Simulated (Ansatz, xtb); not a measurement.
C8H7Cl: 3 structures ranked

3 gas-phase structures of C8H7Cl, from a drawn sample of its isomers (lower ones may exist). Each was relaxed with GFN2-xTB:

A. `ClC12C=CC(C=C1)C=C2`, a singlet
B. `Cl[C@]12[C@H]3[C@@H]4C5[C@H]3[C@H]1[C@@H]5[C@@H]42`, a singlet
C. `C=C(Cl)c1ccccc1`, a singlet

**Question.** Which do you expect lowest at r2SCAN-D4/def2-SVP, and how would the others follow?

**Answer.** Calculated order at r2SCAN-D4/def2-SVP: C (0.0), A (181.4), B (452.3) kJ/mol.

Energies above the lowest of each column, in kJ/mol; the last columns are at PBE0-D3(BJ)/def2-SVP geometries and were run for some of them only (a dash: not run or not comparable):

| structure | GFN2-xTB | HF/STO-3G | r2SCAN-D4/def2-SVP | PBE0-D3(BJ)/def2-SVP | CCSD(T)/def2-SVP + ΔMP2/def2-TZVPP |
| --- | --- | --- | --- | --- | --- |
| C | 0.0 | 0.0 | 0.0 | 0.0 | 0.0 |
| A | 71.4 | 82.7 | 181.4 | 164.9 | 149.7 |
| B | 154.9 | 123.3 | 452.3 | – | – |

Every level run on C puts it lowest or level with the lowest. Some further structures that were screened fall inside this span and aren't listed. Flexible structures stand in one conformer each, not always the lowest. Frequencies (GFN2-xTB) were run for A, C alone. ΔMP2 is the change of the MP2 energy from the smaller to the larger basis.

Programs: Ansatz 0.2.0, xtb 6.7.1.
